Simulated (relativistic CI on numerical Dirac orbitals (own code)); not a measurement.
# Radial parameters of Cu III

These numbers are calculated, not measured: Dirac-Coulomb-Breit CI, KLI orbitals optimised for each configuration, a model potential for QED, valence Slater integrals scaled by 0.85, P86 correlation energy added to each configuration (own radial code, finite nucleus).

Slater integrals F^k, G^k are unscaled and averaged over j, outside the closed core [Ar]; ζ comes from projecting the Hamiltonian with its Breit term on Σ l·s of the shell.

- 3d⁹: ζ(3d) = 802.18 cm⁻¹; <r>(3d) = 0.9067, <r^2>(3d) = 1.062 (bohr units).
- 3d⁸4s: F^2(3d,3d) = 109460, F^4(3d,3d) = 68187, ζ(3d) = 877.65, G^2(3d,4s) = 12368 cm⁻¹; <r>(3d) = 0.8625, <r^2>(3d) = 0.9504, <r>(4s) = 2.211, <r^2>(4s) = 5.57 (bohr units).
- 3d⁸4p: F^2(3d,3d) = 110110, F^4(3d,3d) = 68629, ζ(3d) = 884.97, F^2(3d,4p) = 20347, G^1(3d,4p) = 7953.5, G^3(3d,4p) = 6810.4, ζ(4p) = 834.34 cm⁻¹; <r>(3d) = 0.858, <r^2>(3d) = 0.9377, <r>(4p) = 2.666, <r^2>(4p) = 8.123 (bohr units).

Task: Give the Racah parameters of the d shell in 3d⁸4s.

Result: B = F²/49 − 5F⁴/441 = 1461 cm⁻¹ and C = 35F⁴/441 = 5412 cm⁻¹; values fitted to spectra at such low charge are typically 15 to 30 % smaller.

In this model ζ of a weakly bound d, f or g electron outside closed shells comes out too small, for d by up to a factor of two or three and at times with the wrong sign; that of an outer p electron is too small as well.

For a near-neutral ion this model can misplace configurations by up to about 10,000 cm⁻¹ (more where the count of f electrons changes) and terms by 10 to 25 % of their spread. Rates follow the energies as ν³ (E1, M1) or ν⁵ (E2), so they and the lifetimes can be off by large factors. The fine structure of a lone outer electron comes out too small, for d and f at times inverted, and misplaced configurations move strength between like terms. 60 of the 60 excited levels that our extract of the measured tables holds in this range could be paired (the sources list more); they are missed by 6480 cm⁻¹ on average and 8855 at most, and levels without a partner can miss by more.

Averages of the first 10 configurations, taken without configuration mixing, which lowers the lowest level and can move excited configurations by several eV; other configurations of the list can lie among them:

```tsv
Configuration	Parity	States	Average energy above the lowest level (eV)
3d⁹	even	10	0.2
3d⁸4s	even	90	8.8
3d⁸4p	odd	270	16.0
3d⁷4s²	even	120	23.5
3d⁸5s	even	90	24.4
3d⁸4d	even	450	24.6
3d⁸5p	odd	270	26.8
3d⁷4s4p	odd	1440	30.2
3d⁸4f	odd	630	29.7
3d⁸5d	even	450	30.0
```
